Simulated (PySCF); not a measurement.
## Levels of Yb⁵¹⁺ from EOM-EA-GCCSD

Reference: closed-shell Yb⁵²⁺, [Ar]; one electron is added. Calculated with PySCF 2.14, two-component X2C-1e with screened spin-orbit coupling, an uncontracted even-tempered set (18 s from 4.9 bohr⁻², ratio 2.6; 14 p from 6.4 bohr⁻², ratio 2.6; 5 d from 6.6 bohr⁻², ratio 2.8; 3 f from 100 bohr⁻², ratio 2.8); frozen [Ne]; the 62 highest virtual spinors dropped; of the others 50 kept and the rest restored at second order. No Breit or QED terms. Binding energies in eV.

```json
{"level": "3d3/2", "Koopmans": "4624.8"}
{"level": "3d5/2", "Koopmans": "4566.6"}
```

Question: How does correlation move these levels?

Answer: 3d3/2: second order 4626.0, EOM-CCSD 4625.8; 3d5/2: second order 4567.7, EOM-CCSD 4567.4.

For comparison, the ionisation energy of Yb⁵¹⁺ is 4630 ± 4 eV (theoretical estimate listed by NIST; NIST Atomic Spectra Database, ionization energies).

Only part of the computed levels is shown.
